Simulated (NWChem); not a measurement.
C₃H₄F₂; SMILES FC1(F)CC1

Results from NWChem. The geometry was optimised at B3LYP/6-31G* (spherical d). Ions are spin-unrestricted doublets at the neutral geometry; other ion states weren't tried.

Q: Predict the results for Hartree-Fock/def2-TZVP. Quantities: vertical ionisation energy, ΔSCF (eV); −ε(HOMO) (eV).

A: 
```
Item                                   Result
-------------------------------------  ------
vertical ionisation energy, ΔSCF (eV)   10.56
−ε(HOMO) (eV)                           12.07
```
